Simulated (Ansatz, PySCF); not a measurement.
GeF3Br, SMILES [F][Ge]([F])([F])[Br]. Atoms are numbered in the order given.

```xyz
5

F     -1.3789    -0.7961     1.2955
Ge     0.0000     0.0000     0.6584
F      1.3789    -0.7961     1.2955
F      0.0000     1.5923     1.2955
Br     0.0000     0.0000    -1.6013
```
Charge 0, spin multiplicity 1.

Geometry: B3LYP-D3(BJ)/def2-SVP.

Vertical ionisation energy (IE) and electron affinity (EA) in eV. Rows of orbital energies are one-electron estimates. Where ΔSCF, EOM or ADC give a negative EA the extra electron is unbound and the value depends on the basis.

```json
[
 {"level": "−ε(HOMO), −ε(LUMO), r2SCAN/def2-TZVP (PySCF)", "IE": "[?]", "EA": "[?]"},
 {"level": "−ε(HOMO), −ε(LUMO), PBE/def2-TZVP (PySCF)", "IE": "8.47", "EA": "3.30"},
 {"level": "ΔSCF, PBE/def2-SVPD (Ansatz), final states of multiplicity 2 and 2", "IE": "12.19", "EA": "0.76"}
]
```

Task: Some entries are withheld; supply them. (Estimate from the structure and the level; the computed values follow.)

Result: 
- −ε(HOMO), −ε(LUMO), r2SCAN/def2-TZVP (PySCF), IE: 8.86
- −ε(HOMO), −ε(LUMO), r2SCAN/def2-TZVP (PySCF), EA: 3.03

Task: What vertical singlet–triplet gap does ΔSCF give with CAM-B3LYP/def2-SVPD (Ansatz, an electronic-structure program) and with PBE/def2-SVPD (Ansatz)? (Estimate from the structure and the level; the computed values follow.)

Result: 5.68 and 5.42 eV (triplet above singlet where positive).
